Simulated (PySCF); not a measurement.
Computed IR spectrum (relative IR intensity) of a molecule C3H9ClSi. The structure is a stationary point at B3LYP-D3(BJ)/def2-SVP. The values are those of a single conformer. Level of theory: B3LYP-D3(BJ)/def2-SVP (PySCF). Frequencies are harmonic and unscaled.

ν (cm⁻¹): 280 (vw), 530 (vw), 586 (w), 655 (w), 754 (w), 832 (m), 902 (m), 935 (vs), 952 (m), 962 (m), 1021 (vw), 1033 (w), 1142 (w), 1229 (w), 1276 (m), 1361 (vw), 1403 (w), 1457 (vw), 1472 (vw), 2215 (m), 2224 (m), 2228 (s), 3034 (w), 3099 (vw), 3117 (w), 3141 (w) (against the strongest line: vs over 80 %, s over 45 %, m over 15 %, w over 4 %, vw less)

Task: Which structure fits?
A) CC[Si@H](C)Cl
B) C[C@H]([SiH3])CCl
C) C[C@H](Cl)C[SiH3]
D) CC(C)[SiH2]Cl

Result: C, C[C@H](Cl)C[SiH3]
